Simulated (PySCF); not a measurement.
## LaS: f occupation and spin

Unrestricted PBE0; basis La def2-TZVPP with ECP46, S def2-TZVPP; scalar-relativistic core potentials; PySCF 2.14. The search starts from ions with several 4f fillings and holds each by maximum overlap.

The lowest solution has 2Ms+1 = 2, about 0.1 4f electrons, near 2.40 Å.

Solutions at the starting distance of 2.374 Å, counted from the lowest; the search is not exhaustive:

```tsv
2Ms+1	4f population	E (eV)	⟨S²⟩	⟨Lz²⟩	μ (D)
2	0.08	0.00	0.75	0.0	-6.04
2	0.08	0.51	0.75	4.0	-8.39
2	0.10	1.21	0.75	1.0	-5.50
```

Partly filled real f orbitals mix terms, so no term symbols are given. A positive dipole means La(−)S(+).

Spin–orbit coupling is left out. The state is the lowest single determinant that the PBE0 search found; with open d or f shells the true ground state can be another one.
